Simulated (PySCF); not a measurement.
This PySCF input asks for the NMR shieldings of `C=CC[C](=C)[AlH][NH]C`, C₆H₁₂AlN; the geometry comes from GFN2-xTB.

```python
import basis_set_exchange as bse
import numpy as np
from pyscf import gto, dft
from pyscf.prop import nmr

atoms = """
C    -1.276679   -1.004799   -1.242293
C    -1.908971    0.100160   -0.837583
C    -1.218260    1.410355   -0.729095
C    -0.406816    1.339140    0.576717
C    -0.225491    2.455848    1.280521
Al   -0.044505   -0.605174    0.947877
N     1.435556   -1.509252    0.502668
C     2.464021   -1.363427   -0.519857
H    -1.769995   -1.962558   -1.282592
H    -0.304543   -0.946870   -1.711257
H    -2.924291    0.045938   -0.466931
H    -1.917203    2.248880   -0.720424
H    -0.516760    1.542484   -1.557076
H     0.349971    2.456005    2.192784
H    -0.621735    3.419513    0.977882
H    -0.965583   -1.350202    1.935866
H     1.644838   -2.320292    1.079606
H     2.243540   -0.479547   -1.117671
H     3.457632   -1.232455   -0.078683
H     2.500126   -2.233070   -1.186217
"""
names = dict.fromkeys(["C", "Al", "N", "H"], "pcSseg-1")
basis = {el: gto.basis.parse(bse.get_basis(n, elements=[el], fmt="nwchem")) for el, n in names.items()}
mol = gto.M(atom=atoms, basis=basis, charge=0, verbose=0)
mf = dft.RKS(mol, xc="PBE0")
mf.grids.level = 2
mf.grids.alignment = dft.numint.BLKSIZE   # the property module wants whole blocks of grid points
mf.conv_tol = 1e-9
mf.kernel()

calc = nmr.RKS(mf)   # GIAO
C = mf.mo_coeff
Co = C[:, mf.mo_occ > 0]
resp = mf.gen_response(singlet=True, hermi=2)
def vind(x):   # induced exchange potential for any number of trial vectors
    d = np.einsum("pi,xij,qj->xpq", C, 2 * x.reshape(-1, C.shape[1], Co.shape[1]), Co, optimize=True)
    return np.einsum("xpq,pi,qj->xij", resp(d - d.transpose(0, 2, 1)), C, Co, optimize=True).ravel()
mo1, _ = nmr.rhf.solve_mo1(calc, with_cphf=vind)
sigma = calc.kernel(mo1)
for i, s in enumerate(sigma):   # ppm
    print("%2d %-2s %9.2f" % (i, mol.atom_pure_symbol(i), np.trace(s) / 3))
```

Problem. Give the expected output.

Solution. 
```
 0 C      67.38
 1 C      18.23
 2 C     135.85
 3 C      12.96
 4 C      51.37
 5 Al    411.99
 6 N     222.20
 7 C     152.17
 8 H      26.09
 9 H      25.72
10 H      24.30
11 H      28.63
12 H      28.29
13 H      26.09
14 H      25.48
15 H      27.68
16 H      30.83
17 H      28.90
18 H      28.56
19 H      28.69
```

These numbers come from an equivalent density-fitted implementation of the same equations, which agrees with the script to about 0.01 ppm for H and up to a few tenths of a ppm for heavy atoms, so last digits may differ.

Size and cost of the density-fitted run: 203 basis functions, 36 s wall time on 1 thread of an Arm Neoverse V2, shared host; peak memory 1 GiB.
